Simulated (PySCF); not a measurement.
CClF₂, SMILES Cl[C](F)F, doublet, PBE0/def2-SVP optimised geometry.

```
4

F     -0.77    -1.18     0.94
C     -0.31    -0.40     0.00
F      1.01    -0.40     0.00
Cl    -1.01     1.18     0.00
```

Density from unrestricted PBE0/def2-TZVP (PySCF 2.14.0) at that geometry.

Minimum of the electron density along straight lines between bonded atoms, close to the bond critical point (lines longer than 1.1 times the sum of covalent radii, or with two minima, are not listed):

```json
[
 {"bond": "F1–C2", "length / Å": "1.311", "ρ at the minimum / e bohr⁻³": "0.295", "∇²ρ there / e bohr⁻⁵": "-0.07", "position (fraction from the first atom)": "0.67"},
 {"bond": "C2–F3", "length / Å": "1.311", "ρ at the minimum / e bohr⁻³": "0.295", "∇²ρ there / e bohr⁻⁵": "-0.07", "position (fraction from the first atom)": "0.33"},
 {"bond": "C2–Cl4", "length / Å": "1.729", "ρ at the minimum / e bohr⁻³": "0.213", "∇²ρ there / e bohr⁻⁵": "-0.33", "position (fraction from the first atom)": "0.44"}
]
```
